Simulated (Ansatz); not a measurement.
Reaction (formal exchange of groups at a C–N bond): `CNBCl` + `F[SiH]1CC1` → `C[C@@H]1C[Si@@H]1F` + `NBCl`

Computed with Ansatz on PBE0-D4/def2-TZVP structures; ΔE is electronic, products minus reactants. CCSD(T)/CBS is the MP2 limit (def2-TZVPP, def2-QZVPP) plus CCSD(T) − MP2 in def2-TZVPP, frozen cores. Functionals use def2-TZVPP. One conformer a species, not always the lowest.

```json
{"level": "BHLYP-D4", "ΔE (kJ/mol)": "-28.5"}
{"level": "HF/CBS(def2)", "ΔE (kJ/mol)": "-24.3"}
```

What does CCSD(T)/CBS give? (An estimate is asked.)

Ansatz gave: -30.8 kJ/mol. The listed levels differ from it by 2.3, 6.5 kJ/mol.

What do rigid-rotor, harmonic-oscillator terms from PBE0-D4/def2-TZVP frequencies (298.15 K, 1 bar) make of the CCSD(T)/CBS value? (Best estimate.)

The calculation gave: ΔZPE = +0.1 kJ/mol, ΔH = -30.7 kJ/mol, ΔS = -2 J/(mol·K), ΔG = -30.1 kJ/mol.

Largest T1 diagnostic among the species: 0.011.

Leaving LDA and LC-ωPBE aside and taking each functional with its dispersion term where it has one, the values, not all of them listed here, spread over 3.7 kJ/mol, from B97M-V to CAM-B3LYP-D4. The D4 term adds −3.3 kJ/mol with B3LYP and −1.8 kJ/mol with PBE0; it sums over pairs of atoms, weighted by their polarisabilities, and B3LYP, whose exchange is more repulsive, gets the larger term.

B3LYP here is the variant with VWN-RPA as its local correlation; programs differ in this.
